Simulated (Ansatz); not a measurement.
Ideal-gas functions of Ge2H5O (`[GeH2][O][GeH3]`) radical at 298.15 K and 1 bar, from an Ansatz frequency run at PBE0-D4/def2-TZVP.

Molar mass 166.26 g/mol, point group C1 (symmetry number 1), electronic degeneracy 2, moments of inertia 18.78, 396.594, 406.594 u Å². Harmonic wavenumbers (cm⁻¹, unscaled): 39, 94, 112, 469, 607, 634, 672, 687, 813, 843, 870, 875, 926, 2026, 2090, 2142, 2158, 2178.

Use S(trans) = R[1.5 ln M + 2.5 ln T − 1.1517]; rotational temperatures θ = 24.2544 K / I; S(rot) = R[ln(√π/σ · √(T³/θAθBθC)) + 1.5]; for each mode x = 1.438777 ν̃/T, S = R[x/(eˣ − 1) − ln(1 − e⁻ˣ)] and H = RT x/(eˣ − 1); 1 cm⁻¹ = 0.0119627 kJ/mol; R = 8.31446 J/(mol·K).

Task: By hand: the entropy, in J/(mol·K).

Result: Translation 172.6. Rotation: θ = 1.2915, 0.0612, 0.0597 K, giving 110.6. Vibration, mode by mode: 22.21, 14.96, 13.53, 3.10, 1.83, 1.65, 1.43, 1.35, 0.82, 0.73, 0.66, 0.65, 0.53, 0.01, 0.00, 0.00, 0.00, 0.00, in all 63.5. Electronic 5.8. Sum 352.5 J/(mol·K).

Task: By hand: H − E and G − E in kJ/mol, counted from the electronic energy.

Result: Zero-point energy ½ × 18235 × 0.0119627 = 109.1; thermal vibration 9.0; translation, rotation and pV give 4 RT = 9.9. H − E = 128.0 kJ/mol, and G − E = 128.0 − 298.15 × 352.5/1000 = 22.9 kJ/mol.

Vibration gives 18 % of the entropy, 50.7 J/(mol·K) of it from the modes under 150 cm⁻¹: soft modes count most, and the harmonic formula is weakest for them. The sum counts one conformer and one mirror image; others add a mixing term.
